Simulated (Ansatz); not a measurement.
Frontier orbitals of `O[SiH2][SiH2]CCl`.

Charge 0, multiplicity 1. The structure was optimised at the PBE0-D4/def2-TZVP level. It is one conformer, not always the lowest. Basis def2-TZVPP, the Gaussian-basis code of Ansatz.

Orbital energies of one run (eV). Highest occupied ones, from the top: -7.27, -7.64, -8.09, -8.64, -9.29, -9.73, -10.12, -10.39, -11.58, -12.09, -12.46, -14.09, -15.41, -18.32. Empty: -0.91, -0.09, 0.22, 1.06, 1.13, 1.70.

(1) Which functional gave them?
A. CAM-B3LYP
B. LDA (SPW92)
C. B97M-V
D. r2SCANh

Results:

(1) D. HOMO energies: r2SCANh -7.27, LDA (SPW92) -6.61, B97M-V -6.91, CAM-B3LYP -9.09 eV.
